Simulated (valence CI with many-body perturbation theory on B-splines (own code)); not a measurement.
# From CI to CI+MBPT in Bi¹²⁺

Computed by configuration interaction combined with many-body perturbation theory (CI+MBPT): three valence electrons over a frozen Dirac-Fock core [Xe] 4f14, a basis of 9 s, 9 p, 10 d, 8 f, 5 g, 3 h, 1 i functions for each j, with the one-electron correlation potential Σ1 (screened to all orders), the two-electron term Σ2, the three-electron term Σ3, Breit, model QED; selected single and double excitations, second order for the rest, scaled by the run's own slope (own B-spline code, finite nucleus).

No measured levels were compared; by estimate terms of the open shell hold to 2 to 4 % of their energy, and close levels can change places. The list stops below the first excitations out of the core. Only levels of the ground parity were solved; by the run's estimate the other parity begins above the list, which can be wrong where configurations are misplaced.

Each rung adds one term. CI alone is the Dirac-Coulomb CI over the frozen core; QED comes last and gives the full result, which names the levels. Energies are above (5d3/2^3) J=3/2 on the same rung, in cm⁻¹.

Levels are named by their leading jj configuration (3d3/2^4 stands for four electrons in 3d with j = 3/2), which in mixed levels can hold well under half, so a name can repeat and another be missing. Letters in brackets count levels of one name in rising energy.

| Level | CI alone | + Σ1 | + Σ2 | + Σ3 | + Breit | Full |
| --- | --- | --- | --- | --- | --- | --- |
| (5d3/2^2 5d5/2) J=5/2 [a] | 23405 | 24295 | 24491 | 24554 | 23996 | 24082 |
| (5d3/2^2 5d5/2) J=3/2 | 33305 | 34116 | 34098 | 34248 | 33769 | 33845 |
| (5d3/2^2 5d5/2) J=7/2 | 34972 | 36025 | 35826 | 35825 | 35164 | 35261 |
| (5d3/2^2 5d5/2) J=9/2 | 38671 | 39652 | 38813 | 38806 | 38184 | 38272 |
| (5d3/2^2 5d5/2) J=1/2 | 38991 | 39878 | 39694 | 39836 | 39306 | 39390 |
| (5d3/2^2 5d5/2) J=5/2 [b] | 59744 | 61042 | 60962 | 60897 | 60130 | 60250 |
| (5d3/2 5d5/2^2) J=7/2 [a] | 60940 | 62678 | 62770 | 62706 | 61633 | 61798 |
| (5d3/2 5d5/2^2) J=9/2 | 64979 | 66845 | 66508 | 66581 | 65406 | 65583 |
| (5d3/2 5d5/2^2) J=3/2 [a] | 70546 | 72370 | 73201 | 73077 | 71990 | 72163 |
| (5d3/2 5d5/2^2) J=1/2 | 73352 | 75216 | 75923 | 76130 | 75019 | 75196 |
| (5d3/2 5d5/2^2) J=11/2 | 79032 | 80953 | 79505 | 79516 | 78314 | 78491 |
| (5d3/2 5d5/2^2) J=5/2 [a] | 82605 | 84348 | 83564 | 83208 | 82212 | 82369 |
| (5d3/2 5d5/2^2) J=5/2 [b] | 86029 | 87876 | 87685 | 87497 | 86377 | 86553 |
| (5d3/2 5d5/2^2) J=7/2 [b] | 90851 | 92727 | 91502 | 91356 | 90232 | 90404 |
| (5d5/2^3) J=9/2 | 99929 | 102710 | 103001 | 102918 | 101204 | 101469 |
| (5d5/2^3) J=3/2 | 101667 | 104095 | 106067 | 106101 | 104675 | 104904 |
| (5d3/2 5d5/2^2) J=3/2 [b] | 125156 | 127534 | 127437 | 126995 | 125621 | 125841 |
| (5d5/2^3) J=5/2 | 132358 | 135061 | 136551 | 136170 | 134583 | 134837 |
| (5d3/2^2 6s) J=3/2 | 408318 | 411372 | 417666 | 418071 | 418079 | 419186 |
| (5d3/2^2 6s) J=5/2 | 412850 | 415930 | 422427 | 422772 | 422761 | 423860 |

(1) How does the ionisation energy move along the ladder, and which term matters most?

Results:

(1) CI alone 227.64, + Σ1 229.57, + Σ2 230.55, + Σ3 230.55, + Breit 230.45, + QED 230.48 eV. The largest step is Σ1, 1.93 eV. NIST lists 229 ± 3 eV (theoretical).
